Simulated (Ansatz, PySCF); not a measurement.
Caution: the highest occupied level lies above zero, so the state may not be bound. This triplet lies 0.38 eV below the relaxed singlet at the level frozen-core CCSD(T)/aug-cc-pVDZ // PBE0-D3(BJ)/def2-TZVPD (Ansatz, a quantum-chemistry and plane-wave program).

Cartesian coordinates (Å):
```xyz
9

Si    -1.9137    -0.0653    -0.0987
B      0.0000     0.0022    -0.0008
Si     1.9137     0.0657     0.0985
H     -2.5037    -0.9952    -1.1384
H     -2.6193     1.2367    -0.4163
H     -2.6381    -0.5085     1.1554
H      2.5700     1.3548    -0.3502
H      2.5248    -0.1280     1.4707
H      2.6662    -0.9626    -0.7202
```
Charge -1, spin multiplicity 3.

Give the total energy and highest occupied spin orbital at the level PySCF with PBE-D3(BJ)/def2-TZVPD // PBE0-D3(BJ)/def2-TZVPD.


```json
{
  "total_energy": "-607.0597 Ha",
  "highest_occupied_spin_orbital": "0.77 eV"
}
```
